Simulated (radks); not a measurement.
Spherical quantum dot in the effective-mass picture: electrons in a hard-walled sphere of radius 2.36, with a point charge +1 (a donor) at the centre, all in effective atomic units (hartree* = m*/eps^2 hartree, bohr* = eps/m* bohr), one dielectric constant everywhere. Method: non-relativistic Kohn-Sham, LDA (Slater exchange, Perdew-Wang correlation), spin-polarised, spherical densities; computed with a radial shooting solver with Libxc functionals. Levels are named by radial order and angular momentum (1s, 1p, 1d, 2s, ...), and open shells are averaged over m. Each electron was tried in the lowest free levels, single moves between levels near the top were tried too, and the lowest total energy was kept; such a search can miss a lower state. At N = 1 the Hartree and exchange-correlation terms need not cancel, so that row can carry a self-interaction error.

N        open shells  2S  E (hartree*)  addition energy mu(N+1) - mu(N) (hartree*)  e(HOMO) (hartree*)  rms radius (bohr*)
1   1s(up 1, down 0)   1     -0.253273                                      0.8240            0.069247               1.080
2               none   0      0.317504                                       1.705             0.88124               1.144
3   1p(up 1, down 0)   1       2.59314                                      0.5457              2.5442               1.270
4   1p(up 2, down 0)   2       5.41449                                      0.5614              3.1007               1.335
5   1p(up 3, down 0)   3       8.79720                                      0.7230              3.6654               1.378
6   1p(up 3, down 1)   2       12.9029                                      0.5345              4.3699               1.410
7   1p(up 3, down 2)   1       17.5431                                      0.5467              4.9124               1.435
8               none   0       22.7300                                       1.599              5.4621               1.456
9   1d(up 1, down 0)   1       29.5159                                      0.5229              7.0467               1.483
10  1d(up 2, down 0)   2       36.8247                                      0.5261              7.5715               1.506
11  1d(up 3, down 0)   3       44.6596                                      0.5278              8.0986               1.525
12  1d(up 4, down 0)   4       53.0223                                      0.5288              8.6270               1.541
13  1d(up 5, down 0)   5       61.9139                                      0.6768              9.1562               1.555
14  1d(up 5, down 1)   4       71.4822                                      0.5152              9.8253               1.568
15  1d(up 5, down 2)   3       81.5657                                      0.5182              10.342               1.579
16  1d(up 5, down 3)   2       92.1674                                      0.5200              10.861               1.590
17  1d(up 5, down 4)   1       103.289                                      0.5211              11.382               1.599
18              none   0       114.932                                       1.189              11.904               1.608
19  2s(up 1, down 0)   1       127.763                                      0.8331              13.177               1.603
20              none   0       141.428                                      0.8041              14.014               1.596
21  1f(up 1, down 0)   1       155.897                                      0.5076              14.722               1.606
22  1f(up 2, down 0)   2       170.873                                      0.5083              15.230               1.616
23  1f(up 3, down 0)   3       186.357                                           -              15.739               1.625

All shells are closed at N = 2, 8, 18, 20 (there: 1s2 1p6 1d10 2s2); the second difference of the energy has clear peaks (12 % above both neighbours; the first and last values, which can be the largest, are not judged, and half-filled shells can peak too) at N = 2, 5, 8, 13, 18.
